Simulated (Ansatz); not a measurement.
The same path of GaH$_{3}$O$_{2}$ (6 atoms, charge 0, multiplicity 1) was run twice with different band settings. Lost on the way: O3–H4. Made: O2–H4.

The calculation used UKS B3LYP/def2-SVP in Ansatz 0.2.0.

Relaxed end points:

```xyz
6
Properties=species:S:1:pos:R:3
Ga -0.018 0.474 0.143
O 0.210 -1.181 0.796
O -0.270 0.507 -1.622
H -0.255 -0.370 -2.030
H -0.010 1.793 0.963
H 0.343 -1.222 1.751
```

```xyz
6
Properties=species:S:1:pos:R:3
Ga -0.137 1.116 -0.119
O 0.490 -0.976 0.338
O -0.544 0.439 -1.600
H 0.143 -1.008 -0.598
H 0.130 1.986 1.117
H -0.081 -1.557 0.862
```

Common settings: movable images 7; climbing image yes; optimiser quadratic models (default); start path through a guess of the saddle point; force threshold 0.05 eV/Å; iteration limit 60; end points relaxed.

| run | spring |
| --- | --- |
| 1 | 5.0 eV/Å² |
| 2 | 0.5 eV/Å² |

What does each run give, and how far can it be trusted?

Run 1: converged after 20 iterations, highest image 1.940 eV above the first end. The profile has 2 maxima (images 2, 7) with wells between them (image 3): this band takes more than one step, which may be the mechanism or a detour left from its start path. A vibrational analysis at the climbing image gives one clearly imaginary mode, 785i cm⁻¹: a first-order saddle point.
Run 2: converged after 22 iterations, highest image 1.940 eV above the first end. The profile has 2 maxima (images 2, 7) with wells between them (image 3): this band takes more than one step, which may be the mechanism or a detour left from its start path. Another band between the same ends (7 images) ends at a top of the same energy, where a vibrational analysis finds 1 clearly imaginary mode.
The orbitals were unrestricted but ended closed-shell.
